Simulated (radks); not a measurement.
The numbers below are computed, except where a source is named.
All-electron atom: a nucleus of charge 23.1 with 23 electrons in [Ar] 3d3 4s2.

Level of theory: non-relativistic Kohn-Sham, r2SCAN, spin-polarised, spherical densities, point nucleus; open shells are filled with parallel spins first; meta-GGA in the generalised Kohn-Sham scheme (a radial shooting solver on a logarithmic mesh with Libxc functionals).

Energy parts (eV):
part                      energy
total                 -25948.192
kinetic                25925.815
electron-nucleus      -61489.178
Hartree                10850.143
exchange-correlation   -1234.972

Orbitals (lengths in bohr, moments of r in powers of bohr):
| orbital | occ. | eigenvalue (eV) | <r> | <r^2> |
|---|---|---|---|---|
| 1s down | 1 | -5397.687 | 0.06676 | 0.005982 |
| 1s up | 1 | -5397.663 | 0.06676 | 0.005982 |
| 2s up | 1 | -611.0416 | 0.3089 | 0.1127 |
| 2s down | 1 | -609.6980 | 0.3084 | 0.1123 |
| 2p up | 3 | -514.6288 | 0.2736 | 0.09220 |
| 2p down | 3 | -513.6104 | 0.2731 | 0.09178 |
| 3s up | 1 | -75.0191 | 0.9496 | 1.039 |
| 3s down | 1 | -71.2919 | 0.9514 | 1.043 |
| 3p up | 3 | -48.3860 | 1.011 | 1.204 |
| 3p down | 3 | -44.6512 | 1.015 | 1.213 |
| 3d up | 3 | -7.6463 | 1.361 | 2.454 |
| 4s up | 1 | -5.8322 | 3.210 | 11.81 |
| 4s down | 1 | -5.0365 | 3.518 | 14.22 |
| 3d down | 0 | -4.2346 | 1.534 | 3.336 |

The highest occupied level is 4s down at -5.037 eV. The density falls to 0.001 e/bohr^3 at r = 4.73 bohr. Virial ratio -V/T = 2.00086. Summed over all electrons, <r^2> = 43.52 bohr^2, which gives a Langevin (diamagnetic) susceptibility term of -34.5 x 10^-6 cm^3/mol. Spin moment in Bohr magnetons: 3.
